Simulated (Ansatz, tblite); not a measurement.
Removing and adding an electron: AlSi₈PH₁₆, a doped cluster cut from the lattice of silicon (Al and P 4.5 A apart). The state is a singlet with charge 0. Geometry: PBE-D4/def2-SVP. Ansatz, gas phase; energy differences of separate SCF runs; the oxidised species was run as a doublet alone; the reduced species was run as a doublet alone.

```xyz
26

Si    2.499    0.469    1.260
Si    0.467    2.162   -1.705
Si    1.365   -1.708   -1.809
P    -0.365   -1.880    1.467
Si   -2.393   -0.440   -1.190
Si   -1.318    1.623    1.721
Al    2.271    0.533   -1.217
Si    0.412    0.130    2.304
Si   -1.573    1.691   -0.618
Si   -0.736   -2.074   -0.805
H     2.903    1.753    1.957
H     3.342   -0.615    1.904
H     0.754    3.587   -1.275
H     0.058    2.252   -3.161
H     2.125   -2.953   -1.393
H     0.979   -1.943   -3.256
H     0.544   -2.910    1.862
H    -1.535   -2.281    2.184
H    -2.721   -0.544   -2.658
H    -3.626   -0.819   -0.404
H    -0.897    2.958    2.283
H    -2.579    1.191    2.431
H     3.677    0.828   -1.945
H     0.373   -0.206    3.778
H    -2.698    2.665   -0.893
H    -1.326   -3.467   -0.823
```

The xTB rows come from tblite. Correlated methods freeze 50 core orbitals. Single mean-field runs in def2-TZVP are fitted with def2-universal-jkfit. HOMO above LUMO, or a gap near zero within one spin, warns that the state may not be the lowest or that an electron is smeared out.

Estimate orbital energies and vertical ionisation energies and electron affinities at: GFN1-xTB; GFN2-xTB; PBE-D4/def2-TZVP; PBE0-D4/def2-TZVP; PBE-QIDH/def2-TZVP.


| level | −HOMO (eV) | vertical IE (eV) | −LUMO (eV) | vertical EA (eV) | HOMO–LUMO gap (eV) | IE − EA (eV) | remarks |
| --- | --- | --- | --- | --- | --- | --- | --- |
| GFN1-xTB | 10.53 | 12.13 | 8.15 | 6.40 | 2.38 | 5.73 | – |
| GFN2-xTB | 8.74 | 10.59 | 6.49 | 4.57 | 2.26 | 6.02 | – |
| PBE-D4/def2-TZVP | 5.80 | 7.94 | 2.35 | 0.69 | 3.45 | 7.24 | HOMO above zero (-1 doublet), gap within one spin near zero (+1 doublet) |
| PBE0-D4/def2-TZVP | 6.74 | 8.12 | 1.61 | 0.52 | 5.13 | 7.61 | HOMO above zero (-1 doublet) |
| PBE-QIDH/def2-TZVP | – | 8.26 | – | 0.32 | – | 7.94 | – |

Relaxing the oxidised species (PBE-D4/def2-SVP) changes its energy by -0.68 eV at PBE-D4/def2-TZVP, so the adiabatic ionisation energy to this nearest minimum is 7.26 eV. At PBE0-D4/def2-TZVP it is 7.33 eV.  Relaxing the reduced species (PBE-D4/def2-SVP) changes its energy by -0.80 eV at PBE-D4/def2-TZVP, so the adiabatic electron affinity to this nearest minimum is 1.49 eV. At PBE0-D4/def2-TZVP it is 1.41 eV.     A HOMO above zero means that the electron is unbound at that level or that self-interaction error raises the level; the energy of removing that electron tells which. Raw xTB energy differences between charge states are shifted by several eV; the methods need an empirical correction for them. Sets without diffuse functions give affinities that are too small.
